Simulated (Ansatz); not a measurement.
Correlation energies of C2H6BFOSi, SMILES `OC1[SiH2]CB1F` by basis set

| atom | x (Å) | y (Å) | z (Å) |
| --- | --- | --- | --- |
| O1 | -1.277 | -1.267 | -1.474 |
| C2 | -0.445 | -0.313 | -0.889 |
| Si3 | 0.983 | -0.525 | 0.404 |
| C4 | 0.333 | 1.166 | 0.958 |
| B5 | -0.966 | 0.630 | 0.244 |
| F6 | -2.187 | 0.639 | 0.754 |
| H7 | -0.755 | -1.834 | -2.046 |
| H8 | 0.070 | 0.337 | -1.623 |
| H9 | 0.750 | -1.603 | 1.397 |
| H10 | 2.362 | -0.607 | -0.142 |
| H11 | 0.863 | 1.945 | 0.406 |
| H12 | 0.269 | 1.433 | 2.010 |

Charge 0, multiplicity 1. The structure was optimised at the PBE0-D4/def2-TZVP level. It is one conformer, not always the lowest. Frozen core, restricted reference, the Gaussian-basis code of Ansatz. CBS rows extrapolate triple and quadruple zeta; past MP2 they add the triple-zeta difference.

```
     basis     HF (Eh)  MP2 corr.
  def2-SVP  -566.87141   -0.81983
def2-TZVPP  -567.30712   -1.03934
def2-QZVPP  -567.32872   -1.11974
```

Question: Estimate the CCSD correlation energy and the (T) correction in each basis where they were run (hartree).

Answer: 
```tsv
basis	CCSD corr.	(T)
def2-SVP	-0.86956	-0.02421
def2-TZVPP	-1.07836	-0.04180
CBS(def2)	-1.21833	as TZ
```
